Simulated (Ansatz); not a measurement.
Reaction (cleavage of the Si–Si bond): `[AlH2][NH][SiH2][SiH3]` + `OBN[SiH3]` → `OBN([SiH3])[SiH3]` + `[AlH2][NH][SiH3]`

Isolated molecules relaxed with PBE0-D4/def2-TZVP in Ansatz; ΔE leaves out vibrations. CCSD(T)/CBS is the MP2 limit (def2-TZVPP, def2-QZVPP) plus CCSD(T) − MP2 in def2-TZVPP, frozen cores. DFT in def2-TZVPP. B3LYP here is the variant with VWN-RPA as its local correlation; programs differ in this. Each species was taken in one conformer, which may not be the lowest.

```tsv
level	ΔE (kJ/mol)
B3LYP-D4	-46.3
ωB97X-V	-47.5
B2PLYP	-49.9
r2SCAN	-41.9
PBE0	-33.1
B3LYP	-41.4
SCS-MP2/def2-QZVPP	-61.7
CCSD/CBS(def2)	-52.2
```

Task: What does CCSD(T)/CBS give? (Best estimate.)

Result: Ansatz gave: -51.7 kJ/mol. The listed levels differ from it by 5.4, 4.2, 1.8, 9.8, 18.6, 10.3, -10.0, -0.5 kJ/mol.

Largest T1 diagnostic among the species: 0.013.

From PBE to PBE0 (25 % exact exchange), in def2-TZVPP and without D4, ΔE moves by −7.1 kJ/mol. The D4 term adds −4.9 kJ/mol with B3LYP and −2.4 kJ/mol with PBE0; it sums over pairs of atoms, weighted by their polarisabilities, and B3LYP, whose exchange is more repulsive, gets the larger term.
